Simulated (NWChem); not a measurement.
Molecule: C2H4FNOSi; SMILES O([SiH2]CF)C#N

```xyz
10

N     -0.9269    -2.6353     0.4971
C     -0.2874    -1.8399    -0.0587
O      0.4142    -0.9749    -0.6861
Si     1.0330     0.4819    -0.0084
C     -0.4030     1.5464     0.5926
F     -1.1496     1.9861    -0.4750
H      1.9156     0.1121     1.1318
H      1.7617     1.0967    -1.1401
H     -1.0473     0.9757     1.2866
H     -0.0124     2.4143     1.1569
```
Atoms are numbered in this order, from 1.

Level: PBE0/def2-SVP (NWChem), optimised geometry, unscaled harmonic frequencies. 

List the harmonic frequencies with IR intensities, and the thermochemistry.


```csv
frequency (cm⁻¹),IR intensity (km/mol)
38,2.6
86,8.1
115,0.7
195,2.1
291,12.0
522,2.2
528,9.5
569,43.2
644,37.7
703,28.0
741,31.2
792,17.3
911,243.0
931,116.5
1114,68.2
1233,207.1
1248,5.6
1317,4.4
1447,8.9
2267,78.4
2321,77.1
2434,267.2
3041,9.3
3102,7.0
```

The zero-point energy comes out as 38.0 kcal/mol, the thermal correction to the enthalpy at 298.15 K (with zero-point energy) comes out as 43.2 kcal/mol and the heat capacity Cv is 23.9 cal/(mol K). The entropy at 298.15 K and 1 atm (symmetry number 1) is 86.8 cal/(mol K) and the dipole moment is 4.86 D.

Rigid rotor and harmonic oscillator; modes under 100 cm⁻¹ make the entropy uncertain.
